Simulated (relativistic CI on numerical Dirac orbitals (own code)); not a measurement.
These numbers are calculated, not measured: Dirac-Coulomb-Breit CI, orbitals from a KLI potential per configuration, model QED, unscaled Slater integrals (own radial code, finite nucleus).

The strongest absorption lines from the ground level of an ion, among the configurations computed and to levels below about 519 eV (vacuum wavelength in Å, gf): 27.265 (0.44), 27.367 (0.53), 27.400 (0.27), 27.409 (0.25), 27.561 (0.76), 58.423 (1), 61.401 (1.4), 64.488 (0.98).

Q: Which ion is it?
A. Tc¹⁷⁺
B. In²³⁺
C. Ag²¹⁺
D. Ag²³⁺

A: C. Ag²¹⁺ has 26 electrons and the ground level 3s2.3p6.3d8 3F_4; the strongest line goes to 3s2.3p5.3d9 3F°_3. The pattern of lines fixes the number of electrons, and along that sequence the line energies rise steadily with the charge (about as its square where n changes within one kind of shell, about linearly where n is kept but much faster in heavy ions where fine structure, which grows about as Z⁴, sets the gap, and irregularly where shells cross), which fixes Z. Configurations outside the model, such as inner-shell arrays, can give stronger lines. At this charge energies of transitions that change n are usually good to better than 1 %, and those within a shell (Δn = 0) to a few per cent. Terms inside the open d or f shell come out 10 to 20 % too wide with unscaled integrals.

LS names give the leading component of a level, which can be under half, so a name can repeat, a term be missing and a line seem to break the LS rules.
